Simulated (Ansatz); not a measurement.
System: sum formula H$_{6}$SiN$_{3}$O (charge -1, singlet). It need not be the lowest isomer of its formula. Whether it binds its extra electron was not tested at this geometry. 
Geometry from a B3LYP-D3(BJ)/def2-TZVP (Ansatz, an electronic-structure program) optimisation:
```
Si
O 1 1.5616
N 1 1.7874 2 115.99
H 3 1.0122 1 111.41 2 112.17
H 3 1.0128 4 108.06 1 122.12
N 1 1.7874 2 115.99 3 -120.00
H 6 1.0122 1 111.41 2 112.17
H 6 1.0128 7 108.06 1 122.12
N 1 1.7874 2 115.99 3 120.00
H 9 1.0122 1 111.41 2 112.17
H 9 1.0128 10 108.06 1 122.12
```
Charge -1, spin multiplicity 1.

Basis-set convergence of Hartree-Fock and MP2 correlation energies (hartree) with Ansatz. Valence correlation only, unless marked. Spin-orbit coupling is left out. No relativistic terms. This anion needs diffuse functions, which these sets lack.

```csv
basis,functions,E(HF),"E(corr, MP2)"
cc-pV(D+d)Z,109,-530.77392,-0.80721
cc-pV(T+d)Z,243,…,…
```

Some entries are withheld; supply them.


- cc-pV(T+d)Z, E(HF): -530.89307
- cc-pV(T+d)Z, E(corr, MP2): -1.02551
